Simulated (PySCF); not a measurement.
SiCl2(NHMe)2, C2H8Cl2N2Si.
Bonds: Si1–Cl2, Si1–Cl3, Si1–N4, Si1–N10, N4–C5, N10–C11. Hydrogens: H6 on N4; H7, H8, H9 on C5; H12 on N10; H13, H14, H15 on C11.

Method: PySCF 2.14.0, PBE0-D3(BJ)/def2-SVP geometry optimisation, gas phase.

**Question.** Give the optimised bond lengths and angles.

**Answer.** 
```
                  bond  length (pm)
      Si1–Cl2, Si1–Cl3        207.2
       Si1–N4, Si1–N10        170.1
        N4–C5, N10–C11        144.5
        N4–H6, N10–H12        101.5
C5–H7 and 5 like bonds        110.2
```

Bonds in one row agree within 1 pm and their mean is given. A selection of angles:
```
      angle  degrees
Cl2–Si1–Cl3    105.8
 Cl2–Si1–N4    105.9
Cl2–Si1–N10    115.6
Cl3–Si1–N10    104.4
 N4–Si1–N10    109.2
  Si1–N4–C5    128.2
  Si1–N4–H6    114.3
   C5–N4–H6    114.6
   N4–C5–H7    111.2
   N4–C5–H8    109.4
   N4–C5–H9    113.1
   H7–C5–H8    107.2
Si1–N10–C11    124.9
Si1–N10–H12    116.9
```

Dihedral angles: Cl2–Si1–N4–C5 35° (synclinal); Cl2–Si1–N10–C11 64° (synclinal). The mirror-image conformer, all signs reversed, is as good.

Si1 (silicon bonded to 2 Cl and 2 N) is distorted tetrahedral (angles from 104.4° to 116.2°). Of the pairs four or more bonds apart, Cl2···H8 is among the closest relative to their van der Waals radii: 2.77 Å, 94 % of the sum of Bondi's values. N4 (nitrogen bonded to C, Si and H) is almost planar (angles 128.2°, 114.6° and 114.3°, sum 357.1°, 0.13 Å off the plane of its three neighbours).

Point group: C1 (no symmetry element, even within 0.4 Å). Not checked by PBE0-D3(BJ)/def2-SVP frequencies. The numbers are those of one conformer.
